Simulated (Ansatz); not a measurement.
System: GaF2, charge 0, multiplicity 2. It need not be the lowest isomer of its formula. SMILES: [Ga]([F])[F]
Structure (B3LYP-D3(BJ)/def2-TZVP (Ansatz, a quantum-chemistry and plane-wave program) minimum search):
```xyz
3

Ga     0.3037     0.1198     0.0904
F     -0.6807     0.9328    -1.1359
F     -0.3656    -1.3455     0.8244
```
Charge 0, spin multiplicity 2.

Property: atomisation energy (electronic, to ground-state atoms), in kcal/mol. Valence correlation only, unless marked. Open shells are spin-unrestricted. No spin-orbit coupling. The frozen core is the preceding noble-gas configuration, with the filled d and f shells of earlier blocks. Non-relativistic. The coupled-cluster limit lacks core correlation, which all-electron functionals hold. Basis-set limits of correlation are two-point, X^-3; Hartree-Fock from the larger set.

```json
[
 {"level": "HF/aug-cc-pVTZ", "program": "Ansatz", "atomisation energy (kcal/mol)": "146.3"},
 {"level": "B97M-V/def2-TZVPD", "program": "Ansatz", "atomisation energy (kcal/mol)": "212.7"}
]
```

**Question.** Estimate the value at CCSD(T)/CBS(cc-pVTZ,cc-pVQZ) as computed with Ansatz.

**Answer.** 221.1 kcal/mol
